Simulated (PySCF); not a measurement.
**Spectroscopy problems**

PySCF 2.14.0 with density-fitted response routines calculation with PBE0/pcSseg-1 with gauge-including orbitals and GFN2-xTB structure; isolated molecule, one computed conformer, relativity neglected, fast rotation and ring inversion assumed for equivalent nuclei.

Referencing at the same level of theory: ¹H (σref 31.72), ¹³C (σref 186.93) against TMS. Splittings of carbon signals by F and P are missing where no couplings were computed. Where no couplings were computed, multiplicities follow the n + 1 count of equivalent neighbours, and m marks all less simple cases (inequivalent or close neighbours, rings, F or P nearby). Shifts are as computed. Against solution values, carbons near 30 ppm lie about +3 ppm off and those near 130 ppm about +5 ppm. Of 1211 compounds with measured shifts, 218 miss one by over three times the rms of a fit or turn the order of signals round; such compounds aren't used in these exercises.

Problem. C7H9OPSi. ¹H NMR (600 MHz, computed): δ 10.82 (s, 1H), 9.40 (m, 1H), 8.86 (m, 1H), 4.89 (s, 3H), 3.15 (m, 3H). ¹³C{¹H} NMR (computed): δ 196.5 (CH), 187.1 (C), 168.4 (CH), 143.9 (C), 143.4 (C), 135.0 (CH), 32.5 (CH3). Identify the compound.

Solution. `InChI=1S/C7H9OPSi/c1-5-7(10)6(4-8)2-3-9-5/h2-4H,1,10H3`. 7 carbon signals for 7 carbons: no two carbons are equivalent. Carbon types of the structure: 3 × C, 3 × CH, 1 × CH3, leaving 3 H on heteroatoms. δC 196.5: aldehyde carbonyl carbon; low-lying n→π* states of the double bond to the heteroatom give a large paramagnetic term (-258 ppm). δC 187.1, 143.9, 143.4: substituted aromatic carbon. δH 10.82: hydrogen on an aldehyde carbonyl carbon; the C=O anisotropy and electron withdrawal place aldehyde protons far downfield. δH 9.40, 8.86: hydrogen on an aromatic CH.

The data come from this structure; uniqueness wasn't tested.

Problem. C3H5FN2Si. ¹H NMR (600 MHz, computed): δ 7.61 (m, 1H), 7.55 (m, 1H), 6.76 (m, 1H), 5.69 (m, 2H). ¹³C{¹H} NMR (computed): δ 141.6 (CH), 139.2 (CH), 117.6 (CH). Give a structure.

Solution. SMILES F[SiH2]n1ccnc1. Rings plus π bonds: 3 (1 ring in the answer). 3 carbon signals for 3 carbons: no two carbons are equivalent. Carbon types of the structure: 3 × CH, leaving 2 H on heteroatoms. δC 141.6: aromatic CH between two ring heteroatoms. δC 139.2, 117.6: aromatic CH next to a ring nitrogen. δH 7.61: hydrogen on an aromatic CH between two ring heteroatoms; aromatic region. δH 7.55, 6.76: hydrogen on an aromatic CH next to a ring nitrogen; aromatic region.

The shifts were computed for this structure.

Problem. C4H5F3O. ¹H NMR (500 MHz, computed): δ 7.20 (m, 1H), 6.33 (m, 1H), 5.38 (m, 1H), 4.71 (d, 2H). ¹³C{¹H} NMR (computed): δ 161.8, 126.1, 113.7, 67.8. Give a structure.

Solution. `FC(OC/C=C/F)F`. Rings plus π bonds: 1 (no ring in the answer). 4 carbon signals for 4 carbons: no two carbons are equivalent. Carbon types of the structure: 3 × CH, 1 × CH2, which accounts for all hydrogens. δC 161.8, 113.7: alkene CH; the olefinic region. δC 126.1: sp3 CH bonded to 2 F and O; 3 electronegative neighbours deshield it. δC 67.8: allylic sp3 CH2 bonded to O; the inductive effect lowers its shielding. δH 4.71: hydrogen on an allylic sp3 CH2 bonded to O; its carbon carries O, an electronegative neighbour.

The data come from this structure; uniqueness wasn't tested.
